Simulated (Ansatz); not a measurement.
A geometry relaxed with PBE0-D4/def2-TZVP (Ansatz, a program for electronic structure), charge 1, multiplicity 1:

```xyz
8

H     -1.3694    -0.7378     1.1422
Si    -0.9691     0.0927    -0.0051
H     -1.1459     1.5437     0.1679
H      1.3564     0.4430    -0.7506
N      0.9177    -0.0878     0.0048
H      1.2091    -1.0610    -0.1083
H     -1.3278    -0.4381    -1.3302
H      1.3289     0.2453     0.8793
```

**Question.** Write the SMILES of this molecule.

**Answer.** `[NH3+][SiH3]`
